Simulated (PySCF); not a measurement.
Species: `C=C(C)/C=N\[SiH2]C(=C)C`. The columns A, B, C and D hold Mulliken, IAO, Hirshfeld and ESP-fitted charges (e) of one PBE0/pcSseg-1 density (PySCF), in a shuffled order. Coordinates in Å (GFN2-xTB); the density's dipole moment is (-1.22, 1.50, -0.72) D.

```json
{"atom": "C1", "x": "-1.478", "y": "1.187", "z": "-0.849", "A": "-0.084", "B": "-0.047", "C": "-0.481", "D": "-0.292"}
{"atom": "C2", "x": "-2.172", "y": "0.456", "z": "0.018", "A": "+0.005", "B": "-0.458", "C": "+0.155", "D": "-0.020"}
{"atom": "C3", "x": "-3.664", "y": "0.532", "z": "0.140", "A": "-0.115", "B": "-0.158", "C": "-0.510", "D": "-0.427"}
{"atom": "C4", "x": "-1.514", "y": "-0.445", "z": "0.974", "A": "+0.065", "B": "+0.246", "C": "+0.443", "D": "+0.064"}
{"atom": "N5", "x": "-0.448", "y": "-1.093", "z": "0.848", "A": "-0.233", "B": "-0.572", "C": "-0.700", "D": "-0.537"}
{"atom": "Si6", "x": "0.768", "y": "-1.361", "z": "-0.326", "A": "+0.345", "B": "+0.769", "C": "+0.689", "D": "+0.859"}
{"atom": "C7", "x": "2.210", "y": "-0.215", "z": "0.106", "A": "-0.078", "B": "-0.605", "C": "+0.017", "D": "-0.244"}
{"atom": "C8", "x": "2.081", "y": "0.855", "z": "0.877", "A": "-0.102", "B": "-0.094", "C": "-0.394", "D": "-0.305"}
{"atom": "C9", "x": "3.532", "y": "-0.589", "z": "-0.488", "A": "-0.118", "B": "-0.188", "C": "-0.465", "D": "-0.418"}
{"atom": "H10", "x": "-1.960", "y": "1.869", "z": "-1.529", "A": "+0.052", "B": "+0.110", "C": "+0.207", "D": "+0.153"}
{"atom": "H11", "x": "-0.403", "y": "1.147", "z": "-0.884", "A": "+0.041", "B": "+0.143", "C": "+0.164", "D": "+0.152"}
{"atom": "H12", "x": "-4.103", "y": "-0.457", "z": "0.008", "A": "+0.048", "B": "+0.134", "C": "+0.151", "D": "+0.154"}
{"atom": "H13", "x": "-3.943", "y": "0.889", "z": "1.132", "A": "+0.049", "B": "+0.135", "C": "+0.133", "D": "+0.153"}
{"atom": "H14", "x": "-4.082", "y": "1.205", "z": "-0.604", "A": "+0.050", "B": "+0.117", "C": "+0.162", "D": "+0.151"}
{"atom": "H15", "x": "-2.057", "y": "-0.569", "z": "1.917", "A": "+0.041", "B": "+0.085", "C": "+0.003", "D": "+0.127"}
{"atom": "H16", "x": "1.121", "y": "-2.763", "z": "-0.086", "A": "-0.086", "B": "-0.099", "C": "-0.137", "D": "-0.135"}
{"atom": "H17", "x": "0.453", "y": "-1.174", "z": "-1.755", "A": "-0.090", "B": "-0.101", "C": "-0.157", "D": "-0.157"}
{"atom": "H18", "x": "2.916", "y": "1.502", "z": "1.108", "A": "+0.043", "B": "+0.103", "C": "+0.174", "D": "+0.140"}
{"atom": "H19", "x": "1.138", "y": "1.129", "z": "1.320", "A": "+0.035", "B": "+0.116", "C": "+0.134", "D": "+0.143"}
{"atom": "H20", "x": "3.845", "y": "-1.561", "z": "-0.111", "A": "+0.046", "B": "+0.130", "C": "+0.137", "D": "+0.152"}
{"atom": "H21", "x": "4.300", "y": "0.145", "z": "-0.247", "A": "+0.044", "B": "+0.112", "C": "+0.153", "D": "+0.142"}
{"atom": "H22", "x": "3.452", "y": "-0.671", "z": "-1.571", "A": "+0.044", "B": "+0.123", "C": "+0.123", "D": "+0.146"}
```

Task: Which column most likely holds the ESP-fitted charges?

Result: C. Σ q r misses the density's dipole by 0.04 D (C), 0.87 D (A), 1.18 D (D), 1.38 D (B). Charges fitted to the outside potential are the only set here that is tied to the molecule's multipoles.

Task: And the Hirshfeld charges?

Result: A. The mean sizes are 0.082 e (A), 0.211 e (B), 0.231 e (D), 0.258 e (C), and Hirshfeld charges are commonly the smallest of these schemes.

As computed, A = Hirshfeld, B = Mulliken, C = ESP-fitted, D = IAO. Hydrogens on carbon: Hirshfeld +0.03 to +0.05, Mulliken +0.08 to +0.14, ESP-fitted 0.00 to +0.21, IAO +0.13 to +0.15 e.

The Mulliken scheme counts on each atom the diagonal of the density matrix times the overlap matrix over that atom's basis functions. The ESP scheme fits charges at the nuclei, held to the total charge, to the electrostatic potential on points at 1.4 to 2.0 times the van der Waals radii.

One conformer (not necessarily the lowest) at the GFN2-xTB geometry, without solvent, vibrations or thermal averaging.

The run behind these numbers computed NMR shieldings as well. Time: 56 s of wall time (with the writing of density and orbital grids); peak memory 1.1 GiB. Hardware: Arm Neoverse V2, one thread, no GPU, shared host.

Shape of the structure used: `[CH2:1]=[C:2]([CH3:3])/[CH:4]=[N:5]\[SiH2:6][C:7](=[CH2:8])[CH3:9]`: C1–C2–C4–N5 -32°, C4–N5–Si6–C7 99°, N5–Si6–C7–C8 -20°.
